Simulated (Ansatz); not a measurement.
[InMeH3]- (CH6In⁻). Total charge -1; singlet. Geometry PBE-D4/def2-TZVPD; atoms count from 1.

```
atom    x (Å)    y (Å)    z (Å)
 In1   0.8567  -0.2681  -0.5449
  C2  -0.9760   0.3054   0.6207
  H3  -1.8750   0.2617  -0.0162
  H4  -0.8847   1.3313   1.0145
  H5  -1.1272  -0.3767   1.4738
  H6   2.2984  -0.1312   0.5240
  H7   1.0287   0.8417  -1.9514
  H8   0.6790  -1.9642  -1.1204
```

In the def2 sets In takes a core potential; there is no spin–orbit coupling.

**Question.** Estimate the Mulliken populations from the PBE0/def2-TZVPD orbitals of Ansatz.

**Answer.** 
```
atom  charge (e)
 In1        0.22
  C2       -0.88
  H3        0.16
  H4        0.16
  H5        0.16
  H6       -0.27
  H7       -0.27
  H8       -0.27
```
Mulliken values depend strongly on the basis. With diffuse functions, as here, like atoms can get unlike values, and bond orders can come out too low or too high.

**Question.** And the Mayer bond orders between heavy atoms (over 0.3)?

**Answer.** In1–C2 0.67 (2.25 Å).
